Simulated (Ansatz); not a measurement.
Reactions of C$_{3}$H$_{5}$N, SMILES `C=CN=C`.

Program: Ansatz. Geometries: PBE0-D4/def2-TZVP. ΔE: electronic, gas phase. CCSD(T)/CBS is the MP2 limit (def2-TZVPP, def2-QZVPP) plus CCSD(T) − MP2 in def2-TZVPP, frozen cores. This one scheme is used for every species, atoms too. DFT in def2-TZVPP. No spin–orbit coupling; open shells (•) take unrestricted orbitals. Spin–orbit coupling would lower the free atoms: a little for C. One conformer a species, not always the lowest.

| reaction | HF/CBS(def2) (kcal/mol) | B2PLYP (kcal/mol) | CCSD(T)/CBS(def2) (kcal/mol) |
| --- | --- | --- | --- |
| `C=CN=C` → `C1=NCC1` | 9.1 | 7.8 | 5.4 |
| `C=CN=C` → `C#CNC` | 20.6 | 20.2 | 20.7 |
| `C=CN=C` → `CC1=CN1` | 53.3 | 47.5 | 45.5 |
| `C=CN=C` → `C=C=NC` | 4.8 | 2.6 | 5.3 |
| `C=CN=C` + `C=CCS` → `C=CCSC=C` + `C=N` | 2.6 | 0.4 | -0.9 |
| `C=CN=C` + `CCNC(C)(C)C` → `C=CN(CC)C(C)(C)C` + `C=N` | 6.0 | 2.0 | 0.3 |
| `C=CN=C` → 3 C• + 5 H• + N• | 629.2 | 877.6 | 880.5 |
| `C=CN=C` → `CN1C=C1` | 65.7 | 59.8 | 57.4 |

Largest T1 diagnostic: 0.014, for `C=C=NC`.
